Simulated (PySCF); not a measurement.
A side-by-side comparison of computed properties.

First species: C5H12N (charge +1).
SMILES: `C[N+]1(C)CCC1`

Second species: C₉H₁₀O.
Numbering: `[CH3:1][O:2]/[CH:3]=[CH:4]/[c:5]1[cH:6][cH:7][cH:8][cH:9][cH:10]1` (hydrogens: H11, H12, H13 on C1; H14 on C3; H15 on C4; H16 on C6; H17 on C7; H18 on C8; H19 on C9; H20 on C10)

Levels: CAM-B3LYP/def2-SVPD for HOMO energy, LUMO energy, HOMO–LUMO gap, static isotropic polarisability and electronic spatial extent ⟨r²⟩ about the centre of nuclear charge; TDDFT CAM-B3LYP/def2-SVPD for lowest singlet excitation; TDA CAM-B3LYP/def2-SVPD for lowest triplet excitation (Tamm–Dancoff); ΔSCF CAM-B3LYP/def2-SVPD for vertical ionisation energy; PBE0-D3(BJ)/def2-SVP for rotational constant A and rotational constant C. Geometries: PBE0-D3(BJ)/def2-SVP. Each species is one conformer at its optimised geometry, gas phase, non-relativistic unless stated. Electronic properties by PySCF.

Dipoles, sizes and rotational constants follow the conformer. The torsions of the flexible species, by atom-mapped SMILES:
- `[CH3:1][O:2]/[CH:3]=[CH:4]/[c:5]1[cH:6][cH:7][cH:8][cH:9][cH:10]1`: C1–O2–C3–C4 0°, C3–C4–C5–C6 3°

Task: Which of the two has the higher HOMO–LUMO gap, and by how much?

Result: The first: 12.95 eV against 7.41 eV, a difference of 5.54 eV.

Task: Which of the two has the higher rotational constant C, and by how much?

Result: The first: 2.945 GHz against 0.545 GHz, a difference of 2.400 GHz.

Task: Which has the higher rotational constant A?

Result: The first: 5.208 GHz against 4.341 GHz, a difference of 0.867 GHz.

Task: Which of the two has the higher ⟨r²⟩, and by how much?

Result: The second: 2001 bohr² against 559 bohr², a difference of 1442 bohr².

Task: Which of the two has the higher static isotropic polarisability, and by how much?

Result: The second: 116.9 au against 59.8 au, a difference of 57.1 au.

Task: Which has the higher LUMO energy?

Result: The second: 0.27 eV against -3.00 eV, a difference of 3.27 eV.

Task: Which of the two has the higher T1 energy, and by how much?

Result: The first: 9.33 eV against 3.14 eV, a difference of 6.19 eV.

Task: Which of the two has the higher S1 energy, and by how much?

Result: The first: 9.67 eV against 4.77 eV, a difference of 4.90 eV.

On the first: The vertical singlet–triplet gap S1 − T1 is 0.34 eV (TDDFT singlet less Tamm–Dancoff triplet; S1: HOMO−1→LUMO, weight 0.65; T1: HOMO−1→LUMO, weight 0.57). In wavenumbers S1 is 78000 cm⁻¹ (1 eV = 8065.54 cm⁻¹).

On the second: The principal polarisabilities are 67.2, 110.4 and 172.9 au; their mean is the isotropic value. S1 lies 2.64 eV below the HOMO–LUMO gap; its leading configuration is HOMO→LUMO, weight 0.74.
